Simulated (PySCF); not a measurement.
# One molecule, many inputs

Molecule: SMILES O=S(=O)([O-])[C@@H](F)C(F)(F)F, [C$_{2}$HF$_{4}$O$_{3}$S]-; geometry GFN2-xTB.

Geometry:
| atom | x (Å) | y (Å) | z (Å) |
| --- | --- | --- | --- |
| O1 | 1.632 | -1.271 | -0.802 |
| S2 | 1.505 | 0.001 | -0.117 |
| O3 | 2.383 | 0.166 | 1.020 |
| O4 | 1.359 | 1.159 | -0.967 |
| C5 | -0.208 | -0.223 | 0.673 |
| F6 | -0.388 | 0.565 | 1.777 |
| C7 | -1.209 | 0.139 | -0.377 |
| F8 | -1.354 | 1.451 | -0.553 |
| F9 | -0.934 | -0.409 | -1.557 |
| F10 | -2.479 | -0.305 | -0.086 |
| H11 | -0.301 | -1.270 | 0.963 |

Total charge -1.

All runs: PySCF, non-relativistic, gas phase unless a solvent (IEF-PCM) is named; grid level 2, GIAOs and SCF threshold 1e-9 unless changed. The yardstick, PBE0/pcSseg-1, gives these isotropic shieldings σ (ppm, equivalent atoms averaged): O1 92.6, O4 112.4, S2 192.2, C7 53.0, F8/F9/F10 255.4, F6 399.3, H11 26.99.

**Question.** What do these inputs give? (1) CAM-B3LYP/6-31G*; diis off; max_cycle 54; (2) PBE0/aug-cc-pVDZ; common gauge at [2, 0, 0]; max_cycle 70

**Answer.** 
```tsv
run	outcome	functions	wall time	O1	O4	S2	C7	F8/F9/F10	F6	H11
1	not converged	146	83 s	–	–	–	–	–	–	–
2	converged	243	47 s	133.9	143.3	342.1	145.0	225.7	373.2	49.21
```

Times are on 1 thread of an Arm Neoverse N1, shared host.

**Question.** Comment on the technical settings and failures.

**Answer.** 
- Run 1: The SCF stopped after 54 cycles without meeting its threshold, with DIIS switched off and the cycle limit at 54, so no response property followed.
- Run 2: The orbital basis differs from the yardstick's, which in itself moves the values. A common gauge origin replaces GIAOs; in a finite basis the shieldings then depend on that origin, the more so the further away the nucleus and the smaller the basis. The cycle limit changes the path of the SCF (11 cycles), not the solution, provided the same state is reached.

Runs 1, 2 were set up unsoundly or failed; their numbers aren't to be quoted as properties of the molecule.
